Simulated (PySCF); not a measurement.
N-methylsilyl-N-silylmethanamine (C2H11NSi2), SMILES C[SiH2]N(C)[SiH3]. Atoms are numbered in the order given.

```xyz
16

Si    -1.7514     0.7705    -0.5694
N     -0.4338    -0.0027     0.2682
C     -0.5812    -0.1666     1.7091
Si     0.9585    -0.7361    -0.4957
C      2.5653     0.0466     0.0742
H     -3.0249    -0.0169    -0.4768
H     -1.3801     0.9335    -2.0039
H     -2.0286     2.1102     0.0425
H      0.3859    -0.3903     2.1889
H     -1.2735    -0.9868     1.9758
H     -0.9594     0.7558     2.1843
H      1.0104    -2.2019    -0.1772
H      0.7912    -0.5672    -1.9698
H      2.7006    -0.0503     1.1627
H      3.4225    -0.4453    -0.4124
H      2.5888     1.1173    -0.1800
```
Charge 0, spin multiplicity 1.

Geometry: PBE0-D3(BJ)/def2-SVP. One conformer was computed; it need not be the lowest.

These are PySCF with PBE0-D3(BJ)/def2-SVP values and carry that method's errors.

Frequencies are harmonic and unscaled.

Computed vibrational spectrum:
```json
[
 {"mode": "1", "ν (cm⁻¹)": "17", "IR (km/mol)": "0.1", "moving atoms (share of kinetic energy)": "H 72 %, C 15 %"},
 {"mode": "2", "ν (cm⁻¹)": "57", "IR (km/mol)": "0.1", "moving atoms (share of kinetic energy)": "H 58 %, C 24 %, Si 18 %"},
 {"mode": "3", "ν (cm⁻¹)": "103", "IR (km/mol)": "0.0", "moving atoms (share of kinetic energy)": "H 88 %"},
 {"mode": "4", "ν (cm⁻¹)": "150", "IR (km/mol)": "0.5", "moving atoms (share of kinetic energy)": "H 66 %, C 19 %"},
 {"mode": "5", "ν (cm⁻¹)": "160", "IR (km/mol)": "0.2", "moving atoms (share of kinetic energy)": "H 67 %, C 23 %"},
 {"mode": "6", "ν (cm⁻¹)": "226", "IR (km/mol)": "0.5", "moving atoms (share of kinetic energy)": "Si 39 %, H 32 %, N 15 %, C 13 %"},
 {"mode": "7", "ν (cm⁻¹)": "248", "IR (km/mol)": "2.0", "moving atoms (share of kinetic energy)": "H 36 %, C 30 %, N 23 %, Si 12 %"},
 {"mode": "8", "ν (cm⁻¹)": "279", "IR (km/mol)": "4.0", "moving atoms (share of kinetic energy)": "H 30 %, N 27 %, Si 26 %, C 17 %"},
 {"mode": "9", "ν (cm⁻¹)": "493", "IR (km/mol)": "5.3", "moving atoms (share of kinetic energy)": "H 87 %, Si 12 %"},
 {"mode": "10", "ν (cm⁻¹)": "547", "IR (km/mol)": "0.8", "moving atoms (share of kinetic energy)": "Si 48 %, H 26 %, C 20 %"},
 {"mode": "11", "ν (cm⁻¹)": "669", "IR (km/mol)": "3.9", "moving atoms (share of kinetic energy)": "H 82 %, Si 14 %"},
 {"mode": "12", "ν (cm⁻¹)": "694", "IR (km/mol)": "1.9", "moving atoms (share of kinetic energy)": "H 41 %, C 38 %, Si 20 %"},
 {"mode": "13", "ν (cm⁻¹)": "707", "IR (km/mol)": "39.3", "moving atoms (share of kinetic energy)": "H 82 %, Si 10 %"},
 {"mode": "14", "ν (cm⁻¹)": "747", "IR (km/mol)": "48.0", "moving atoms (share of kinetic energy)": "H 65 %, C 17 %, Si 15 %"},
 {"mode": "15", "ν (cm⁻¹)": "764", "IR (km/mol)": "38.8", "moving atoms (share of kinetic energy)": "H 70 %, C 16 %, Si 13 %"},
 {"mode": "16", "ν (cm⁻¹)": "880", "IR (km/mol)": "28.9", "moving atoms (share of kinetic energy)": "H 79 %, C 15 %"},
 {"mode": "17", "ν (cm⁻¹)": "913", "IR (km/mol)": "454.7", "moving atoms (share of kinetic energy)": "H 82 %, Si 12 %"},
 {"mode": "18", "ν (cm⁻¹)": "923", "IR (km/mol)": "146.0", "moving atoms (share of kinetic energy)": "H 94 %"},
 {"mode": "19", "ν (cm⁻¹)": "938", "IR (km/mol)": "77.7", "moving atoms (share of kinetic energy)": "H 92 %"},
 {"mode": "20", "ν (cm⁻¹)": "951", "IR (km/mol)": "172.5", "moving atoms (share of kinetic energy)": "N 41 %, H 41 %, Si 13 %"},
 {"mode": "21", "ν (cm⁻¹)": "959", "IR (km/mol)": "140.5", "moving atoms (share of kinetic energy)": "H 92 %"},
 {"mode": "22", "ν (cm⁻¹)": "995", "IR (km/mol)": "48.3", "moving atoms (share of kinetic energy)": "H 90 %"},
 {"mode": "23", "ν (cm⁻¹)": "1130", "IR (km/mol)": "7.8", "moving atoms (share of kinetic energy)": "H 73 %, C 20 %"},
 {"mode": "24", "ν (cm⁻¹)": "1175", "IR (km/mol)": "144.5", "moving atoms (share of kinetic energy)": "N 60 %, C 30 %, H 8 %"},
 {"mode": "25", "ν (cm⁻¹)": "1214", "IR (km/mol)": "64.1", "moving atoms (share of kinetic energy)": "H 50 %, N 31 %, C 17 %"},
 {"mode": "26", "ν (cm⁻¹)": "1262", "IR (km/mol)": "40.2", "moving atoms (share of kinetic energy)": "H 77 %, C 22 %"},
 {"mode": "27", "ν (cm⁻¹)": "1425", "IR (km/mol)": "5.0", "moving atoms (share of kinetic energy)": "H 95 %"},
 {"mode": "28", "ν (cm⁻¹)": "1429", "IR (km/mol)": "2.2", "moving atoms (share of kinetic energy)": "H 96 %"},
 {"mode": "29", "ν (cm⁻¹)": "1451", "IR (km/mol)": "0.6", "moving atoms (share of kinetic energy)": "H 87 %, C 12 %"},
 {"mode": "30", "ν (cm⁻¹)": "1467", "IR (km/mol)": "5.7", "moving atoms (share of kinetic energy)": "H 97 %"},
 {"mode": "31", "ν (cm⁻¹)": "1484", "IR (km/mol)": "11.1", "moving atoms (share of kinetic energy)": "H 97 %"},
 {"mode": "32", "ν (cm⁻¹)": "2191", "IR (km/mol)": "104.2", "moving atoms (share of kinetic energy)": "H 97 %"},
 {"mode": "33", "ν (cm⁻¹)": "2195", "IR (km/mol)": "244.8", "moving atoms (share of kinetic energy)": "H 96 %"},
 {"mode": "34", "ν (cm⁻¹)": "2210", "IR (km/mol)": "96.6", "moving atoms (share of kinetic energy)": "H 98 %"},
 {"mode": "35", "ν (cm⁻¹)": "2238", "IR (km/mol)": "42.3", "moving atoms (share of kinetic energy)": "H 97 %"},
 {"mode": "36", "ν (cm⁻¹)": "2257", "IR (km/mol)": "144.9", "moving atoms (share of kinetic energy)": "H 97 %"},
 {"mode": "37", "ν (cm⁻¹)": "3011", "IR (km/mol)": "58.4", "moving atoms (share of kinetic energy)": "H 97 %"},
 {"mode": "38", "ν (cm⁻¹)": "3056", "IR (km/mol)": "1.7", "moving atoms (share of kinetic energy)": "H 97 %"},
 {"mode": "39", "ν (cm⁻¹)": "3087", "IR (km/mol)": "23.0", "moving atoms (share of kinetic energy)": "H 90 %, C 10 %"},
 {"mode": "40", "ν (cm⁻¹)": "3116", "IR (km/mol)": "16.8", "moving atoms (share of kinetic energy)": "H 91 %, C 9 %"},
 {"mode": "41", "ν (cm⁻¹)": "3159", "IR (km/mol)": "4.0", "moving atoms (share of kinetic energy)": "H 91 %, C 9 %"},
 {"mode": "42", "ν (cm⁻¹)": "3167", "IR (km/mol)": "2.9", "moving atoms (share of kinetic energy)": "H 91 %, C 9 %"}
]
```
